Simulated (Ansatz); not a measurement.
Cartesian coordinates in Å:
```
C -0.138 -0.147 1.894
Sn 0.167 0.557 -0.083
C -0.115 -0.699 -1.768
Cl -1.219 2.413 -0.371
Cl 2.352 1.371 -0.192
H 0.541 -0.976 2.095
H 0.067 0.671 2.583
H -1.171 -0.474 2.010
H 0.102 -0.121 -2.665
H 0.562 -1.550 -1.706
H -1.148 -1.046 -1.796
```

Total charge 0; spin multiplicity 1. Sn: def2 effective core potential.

List the ωB97M-V/def2-TZVPP orbital energies in eV (Ansatz 0.2.0). (Best estimate.)

The calculation gave: Occupied: -2771.47, -2771.47, -281.99, -281.99, -261.85, -261.85, -199.32, -199.32, -199.20, -199.20, -199.20, -199.20, -143.89, -98.53, -98.48, -98.35, -32.23, -32.14, -32.03, -31.98, -31.95, -25.25, -24.72, -22.79, -22.50, -16.29, -14.70, -14.60, -14.45, -14.42, -12.39, -12.17, -12.14, -11.23, -11.07, -11.01, -10.48. Lowest empty: 1.14, 1.80, 1.97, 2.29, 3.24, 3.40, 3.77, 4.33.
